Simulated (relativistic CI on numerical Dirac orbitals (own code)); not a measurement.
## L2,3 absorption of iron in several valence states

Computed multiplet spectra 2p⁶3dⁿ → 2p⁵3dⁿ⁺¹ (Dirac-Coulomb-Breit ions, Slater integrals scaled by 0.8, an assumed crystal field that grows with the charge, no charge transfer; 300 K; Lorentzian 0.4 eV and Gaussian 0.3 eV FWHM at both edges, so that L2 comes out sharper than in experiment). Peaks over 5 % are given in eV from the highest peak in the L3 region of each spectrum (height, largest 100). S of the lowest state is read from ⟨S²⟩, and the branching ratio is the share of L3, cut at the minimum between the edges.

Field parameters in Wybourne normalisation: Oh B⁴₀ = 21Dq, B⁴₄ = √(5/14) B⁴₀. The field is a parameter set, without covalency.

- Fe2+ (d6, Oh, 10Dq = 16550 cm⁻¹): S = 0.03, low spin, branching ratio 0.66; peaks -2.0 (7), 0.0 (100), 1.9 (34), 12.1 (53), 13.2 (16)
- Fe3+ (d5, Oh, 10Dq = 21400 cm⁻¹): S = 2.50, high spin, branching ratio 0.77; peaks -2.7 (41), 0.0 (100), 1.5 (22), 3.7 (7), 10.5 (13), 12.3 (9), 13.2 (15), 14.7 (11)
- Fe4+ (d4, Oh, 10Dq = 26200 cm⁻¹): S = 1.27, low spin, branching ratio 0.71; peaks -4.2 (34), -2.3 (50), -0.8 (86), 0.0 (100), 1.1 (87), 9.6 (20), 10.8 (43), 12.0 (48), 13.2 (23), 14.9 (13), 16.2 (7)
- Fe5+ (d3, Oh, 10Dq = 31050 cm⁻¹): S = 1.50, branching ratio 0.59; peaks -4.2 (36), -2.0 (47), -0.5 (71), 0.0 (80), 0.9 (70), 1.5 (71), 4.8 (10), 5.5 (8), 7.0 (7), 9.7 (39), 10.9 (100), 12.2 (37), 13.4 (32), 14.0 (47)

The centroid of the whole edge, which also moves with the branching ratio, lies at 714.7 (Fe2+), 716.2 (Fe3+), 720.2 (Fe4+), 726.0 (Fe5+) eV in this ionic model, in steps of 1.5 to 5.8 eV. Compounds show about 1 to 2 eV a unit and lower energies for the high valences, since ligands screen the charge. The multiplet shape follows the d count and the spin state, and so serves as a fingerprint of valence. Fe4+ lies at a spin crossover.
